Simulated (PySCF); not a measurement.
(LiH)4 ring, Li4H4.
Cartesian coordinates in Å at the PBE0-D3(BJ)/def2-SVP level; atoms count from 1:
```xyz
8
Li4H4 angstrom
Li    -0.8846    0.8633    1.7052
H     -1.5324    1.6943    0.3765
Li    -1.1106    1.3052   -1.2216
H     -0.1988    0.3174   -2.2590
Li     0.8688   -0.8765   -1.7061
H      1.5535   -1.6681   -0.3740
Li     1.1287   -1.2947    1.2258
H      0.1754   -0.3409    2.2531
```

The closed-shell ground state was solved at several levels (PySCF, density fitting, gas phase, non-relativistic).

```json
{"level": "B3LYP/pcJ-1", "basis functions": "84", "total energy (Eh)": "-32.5555", "HOMO (eV)": "-6.59", "LUMO (eV)": "-0.05", "gap (eV)": "6.54", "dipole (D)": "0.03"}
{"level": "wB97X-D/pcSseg-1", "basis functions": "68", "total energy (Eh)": "-32.5145", "HOMO (eV)": "-8.61", "LUMO (eV)": "1.00", "gap (eV)": "9.61", "dipole (D)": "0.03"}
{"level": "CAM-B3LYP/def2-SVPD", "basis functions": "80", "total energy (Eh)": "-32.4493", "HOMO (eV)": "-8.13", "LUMO (eV)": "0.08", "gap (eV)": "8.21", "dipole (D)": "0.03"}
```

Q: What might PBE0/pcSseg-1 (68 basis functions) give for the same quantities?

A: Total energy -32.4057 Eh, HOMO -6.72 eV, LUMO -0.35 eV, gap 6.37 eV, dipole 0.03 D.

Q: Over all these levels, which gives the widest orbital gap and which the narrowest?

A: wB97X-D/pcSseg-1 (range-separated hybrid) has the widest, 9.61 eV, and PBE0/pcSseg-1 (global hybrid, 25 % exact exchange) the narrowest, 6.37 eV. The two share the basis. From the narrowest to the widest the HOMO moves by -1.89 eV and the LUMO by +1.35 eV.

Q: How far do the dipole and the HOMO energy spread over the levels?

A: The dipole runs from 0.03 to 0.03 D (mean 0.03 D) and the HOMO from -8.61 to -6.59 eV.

Note: wB97X-D ran without an empirical dispersion term, which enters the total energy and its gradient alone.
